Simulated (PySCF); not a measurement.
# Multinuclear NMR of C5H8N2OSi

Cartesian coordinates in Å; atom numbers follow the order of the lines, from 1:
```xyz
17

C     3.1051    1.0300   -0.5892
N     2.3394    0.8671    0.3809
Si    1.7664   -0.4821    1.2879
O     0.1336   -0.3780    1.2978
C    -0.7509   -0.2847    0.2784
C    -0.2387   -0.3478   -1.0435
N     0.2050   -0.4063   -2.1001
C    -2.0628   -0.1365    0.5074
C    -3.1018   -0.0274   -0.5514
H     3.6391    0.2288   -1.1067
H     3.2707    2.0361   -0.9683
H     2.1565   -1.8151    0.8219
H     2.0572   -0.1892    2.6774
H    -2.3947   -0.0897    1.5350
H    -3.8413   -0.8191   -0.4312
H    -2.6647   -0.0985   -1.5441
H    -3.6252    0.9245   -0.4620
```

- geometry: GFN2-xTB
- NMR shieldings at PBE0/pcSseg-1/GIAO
- code: PySCF 2.14.0 with density-fitted response routines
- gas phase, rapidly exchanging positions averaged, a single conformation, no relativistic terms

Q: Predict the ²⁹Si NMR data.

A: 
```json
{"atoms": "Si3", "environment": "silicon bonded to N, O, 2 H", "σ (ppm)": "384.3", "δ (ppm)": "-35.9"}
```

Shieldings were converted by a linear fit to measured shifts: ²⁹Si (scatter 8.9 ppm rms, 25.8 ppm with the 6 outliers that the fit left out vs TMS, solution or neat liquid). A few per cent of atoms miss by over 2 rms, more outside the fitted compound classes.

On a 600 MHz spectrometer ²⁹Si resonates near 119.2 MHz, so 1 ppm is 119.2 Hz.

Q: What are the ¹⁵N shifts?

A: 
```tsv
atoms	environment	σ (ppm)	δ (ppm)
N2	imine nitrogen	-151.2	-8.8
N7	nitrile nitrogen	-62.0	-91.0
```

Shieldings were converted by a linear fit to measured shifts: ¹⁵N: δ = -148.07 − 0.921σ (rms 6.3 ppm, 71 shifts vs CH3NO2, solution or neat liquid). A few per cent of atoms miss by over 2 rms, more outside the fitted compound classes.

On a 600 MHz spectrometer ¹⁵N resonates near 60.8 MHz, so 1 ppm is 60.8 Hz.

Q: Where does ¹⁷O resonate?

A: 
| atoms | environment | σ (ppm) | δ (ppm) |
| --- | --- | --- | --- |
| O4 | oxygen bonded to C, Si | 228.5 | 58.6 |

Shieldings were converted by a linear fit to measured shifts: ¹⁷O: δ = 266.70 − 0.911σ (rms 10.7 ppm, 155 shifts, 12.2 ppm with the 3 outliers that the fit left out vs liquid water, solution or neat liquid). Occasional misses reach two or three times the rms, and more in compound classes unlike the fitted ones.

On a 500 MHz spectrometer ¹⁷O resonates near 67.8 MHz, so 1 ppm is 67.8 Hz.
